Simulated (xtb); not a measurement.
Al(F)(Me)(NH2) (CH5AlFN), SMILES [CH3][Al]([F])[NH2]. All values are semi-empirical tight-binding results from xtb (GFN2-xTB unless named), good for trends rather than for accurate numbers. The structure is a stationary point at GFN2-xTB. Other conformers were not sampled.

For metal compounds this method's bond lengths and energies can be far off.

```yaml
orbital_gap: 4.36 eV
zero_point_energy: 37.9 kcal/mol
G − E(el) at 298.15 K (modified RRHO): 18.8 kcal/mol
```
